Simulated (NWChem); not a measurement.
System: C₂H₂Cl, doublet; SMILES [CH]=CCl

Input file for NWChem:

```
start job
memory heap 200 mb stack 700 mb global 900 mb
geometry units angstroms noautoz
  C     -0.270185     1.723922     0.000000
  C      0.503428     0.668803     0.000000
  Cl    -0.110954    -0.969424     0.000000
  H     -1.319842     2.007224     0.000000
  H      1.597104     0.712484     0.000000
end
basis spherical
  C library 6-31g*
  Cl library 6-31g*
  H library 6-31g*
end
dft
  odft
  mult 2
  xc becke88 lyp
  iterations 200
end
task dft gradient
```

Excerpt of the output:

```
             Northwest Computational Chemistry Package (NWChem) 7.3.0
             --------------------------------------------------------

 CS  symmetry detected

                             Geometry "geometry" -> ""
                             -------------------------

 Output coordinates in angstroms (scale by  1.889725989 to convert to a.u.)

  No.       Tag          Charge          X              Y              Z
 ---- ---------------- ---------- -------------- -------------- --------------
    1 C                    6.0000    -0.27948126     1.70214266     0.00000000
    2 C                    6.0000     0.50404135     0.65436143     0.00000000
    3 Cl                  17.0000    -0.09487389    -0.98958306     0.00000000
    4 H                    1.0000    -1.33176162     1.97553958     0.00000000
    5 H                    1.0000     1.59725711     0.70834784     0.00000000

 Effective nuclear repulsion energy (a.u.)      80.8548546671

      Symmetry information
      --------------------

 Group name             Cs
 Group number              2
 Group order               2
 No. of unique centers     5

                                 NWChem DFT Module
                                 -----------------

 Summary of "ao basis" -> "ao basis" (spherical)
 ------------------------------------------------------------------------------
       Tag                 Description            Shells   Functions and Types
 ---------------- ------------------------------  ------  ---------------------
 C                           6-31g*                  6       14   3s2p1d
 Cl                          6-31g*                  8       18   4s3p1d
 H                           6-31g*                  2        2   2s

      Symmetry analysis of basis
      --------------------------

        a'         37
        a"         13

            General Information
            -------------------
          SCF calculation type: DFT
          Wavefunction type:  spin polarized.
          No. of atoms     :     5
          No. of electrons :    31
           Alpha electrons :    16
            Beta electrons :    15
          Charge           :     0
          Spin multiplicity:     2
          Use of symmetry is: on ; symmetry adaption is: on
          Maximum number of iterations: 200
          AO basis - number of functions:    50
                     number of shells:    24
          Convergence on energy requested:  1.00D-06
          Convergence on density requested:  1.00D-05
          Convergence on gradient requested:  5.00D-04

              XC Information
              --------------
                    Becke 1988 Exchange Functional  1.000
              Lee-Yang-Parr Correlation Functional  1.000

             Grid Information
             ----------------
          Grid used for XC integration:  medium
          Radial quadrature: Mura-Knowles
          Angular quadrature: Lebedev.
          Tag              B.-S. Rad. Rad. Pts. Rad. Cut. Ang. Pts.
          ---              ---------- --------- --------- ---------
          C                   0.70       49           8.0       434
          Cl                  1.00       88           9.0       590
          H                   0.35       45           9.0       434
          Grid pruning is: on
          Number of quadrature shells:   276
          Spatial weights used:  Erf1

      Superposition of Atomic Density Guess
      -------------------------------------

 Sum of atomic energies:        -535.76755609

      Non-variational initial energy
      ------------------------------

 Total energy =    -536.820145
 1-e energy   =    -897.415572
 2-e energy   =     279.740573
 HOMO         =      -0.182660
 LUMO         =       0.060105

   Symmetry analysis of molecular orbitals - initial alpha
   -------------------------------------------------------

  Numbering of irreducible representations:

     1 a'          2 a"

  Orbital symmetries:

     1 a'          2 a'          3 a'          4 a'          5 a'
     6 a'          7 a"          8 a'          9 a'         10 a'
    11 a'         12 a'         13 a"         14 a'         15 a"
    16 a'         17 a"         18 a'         19 a'         20 a'
    21 a'         22 a'         23 a'         24 a'         25 a"
    26 a'

   Symmetry analysis of molecular orbitals - initial beta
   ------------------------------------------------------

  Numbering of irreducible representations:

     1 a'          2 a"

  Orbital symmetries:

     1 a'          2 a'          3 a'          4 a'          5 a'
     6 a'          7 a"          8 a'          9 a'         10 a'
    11 a'         12 a'         13 a"         14 a'         15 a"
    16 a'         17 a"         18 a'         19 a'         20 a'
    21 a'         22 a'         23 a'         24 a'         25 a"
    26 a'

[...]

                         DFT ENERGY GRADIENTS

    atom               coordinates                        gradient
                 x          y          z           x          y          z
   1 C      -0.528143   3.216583   0.000000    0.005542  -0.006637   0.000000
   2 C       0.952500   1.236564   0.000000   -0.011996  -0.014136   0.000000
   3 Cl     -0.179286  -1.870041   0.000000    0.006620   0.020276   0.000000
   4 H      -2.516665   3.733228   0.000000   -0.000669  -0.000160   0.000000
   5 H       3.018378   1.338583   0.000000    0.000504   0.000657   0.000000
```

Level: BLYP/6-31G* (spherical d), spin-unrestricted. In the optimisation the excess spin sits in a' (Cs, its own frame). The geometry was optimised at PBE0/def2-SVP, spin-unrestricted. No stability test was run on the SCF state.
